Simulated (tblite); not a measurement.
Compound: C₃H₁₂N₄Si.
Cartesian coordinates in Å at the GFN2-xTB level; atoms count from 1:
```
atom  x, y, z in Å
C1     2.4211   -0.4707    1.2841
N2     1.1191   -0.5350    0.6691
Si3    0.6456    0.3773   -0.7052
N4     1.8482    0.0276   -1.8954
N5    -0.9610   -0.0621   -1.1931
C6    -2.1163    0.6121   -0.6789
C7    -2.5355    0.2676    0.7196
N8    -1.8927   -0.5441    1.4269
H9     2.4862    0.3055    2.0554
H10    3.1556   -0.2488    0.5139
H11    2.6684   -1.4309    1.7438
H12    0.3828   -0.7482    1.3283
H13    0.6310    1.8446   -0.6128
H14    1.7085    0.3929   -2.8224
H15    2.1826   -0.9203   -1.9516
H16   -1.1288   -1.0563   -1.2493
H17   -2.9808    0.4255   -1.3340
H18   -1.9245    1.6901   -0.7033
H19   -3.4491    0.7922    1.0420
H20   -2.2655   -0.7084    2.3599
```

Method: GFN2-xTB as coded in tblite; computed harmonic values from a numerical Hessian at the method's own geometry, unscaled. The method is semi-empirical: single wavenumbers can be off by several per cent or more. Modes of hydrogen on silicon can be 10 to 20 % off. One conformer, not necessarily the lowest.

Harmonic wavenumbers (cm⁻¹): 34.7, 75.5, 103.1, 129.5, 140.6, 157.9, 166.4, 189.6, 228.2, 257.9, 299.2, 363.2, 524.9, 544.2, 574.8, 623.2, 648.5, 662.2, 736.8, 755.9, 805.3, 857.6, 904.2, 934.4, 973.2, 1014.0, 1074.2, 1112.2, 1144.9, 1161.6, 1171.4, 1205.1, 1310.3, 1359.2, 1369.0, 1373.1, 1416.0, 1436.5, 1492.8, 1505.1, 1527.4, 1740.7, 2174.8, 2799.0, 2858.0, 2897.2, 2934.0, 2955.3, 3037.7, 3330.0, 3416.7, 3439.2, 3483.9, 3521.4.

A = 2475, B = 1169, C = 845.5 MHz; mass 132.083 u (most abundant isotopes); point group C1, symmetry number 1.

**Question.** Zero-point energy?

**Answer.** ½Σν̃ = 35476 cm⁻¹ = 101.43 kcal/mol.

**Question.** What is S at 298.15 K and 1 bar for an ideal gas of classical rigid rotors and harmonic oscillators?

**Answer.** Translation 40.57, rotation 29.26, vibration 36.67: S = 106.5 cal/(mol K).

**Question.** And Cp and H(298.15 K) − H(0)?

**Answer.** Cp = 43.16 cal/(mol K), of which vibrations give 35.21 (their classical limit is 54 R = 107.3); H(298.15 K) − H(0) = 8.01 kcal/mol without the zero-point energy, 5.64 from vibrations.

**Question.** What must be added to the electronic energy to get the Gibbs energy at 298.15 K and 1 bar?

**Answer.** ZPE + [H(298.15 K) − H(0)] − T·S = 101.43 + 8.01 − 31.75 = 77.69 kcal/mol.

**Question.** Blend soft modes into free rotors: weight 1/[1 + (100 cm⁻¹/ν̃)⁴] for the oscillator and the rest for a rotor with moment μB/(μ + B), μ = h/(8π²ν), B = 10⁻⁴⁴ kg m². What vibrational entropy results?

**Answer.** 33.96 cal/(mol K) in place of 36.67, which changes −T·S at 298.15 K by +0.81 kcal/mol.

**Question.** Which modes carry the vibrational entropy at 298.15 K?

**Answer.** 34.7 cm⁻¹: 5.54; 75.5 cm⁻¹: 4.00; 103.1 cm⁻¹: 3.39; 129.5 cm⁻¹: 2.95; 140.6 cm⁻¹: 2.80; 157.9 cm⁻¹: 2.57 cal/(mol K); the other 48 give 15.40 together.

**Question.** How do the functions run with temperature in this model?

**Answer.** 
```tsv
T (K)	S (cal/(mol K))	Cp (cal/(mol K))	H − H(0) (kcal/mol)	G − H(0) (kcal/mol)	ln q(vib)
100	72.5	22.6	1.48	-5.77	2.27
200	91.4	33.1	4.27	-14.02	5.72
300	106.8	43.4	8.09	-23.94	8.99
500	133.3	61.3	18.65	-48.03	15.12
800	166.3	78.6	39.86	-93.15	23.50
1000	184.7	86.3	56.39	-128.28	28.57
```

q(vib) and H(0) count from the zero-point level.

Hindered rotation and anharmonicity are outside this model. Other conformers, if any are populated, would add a mixing term that is left out. The structure is chiral; the term R ln 2 for an equal mix with its mirror image is left out.
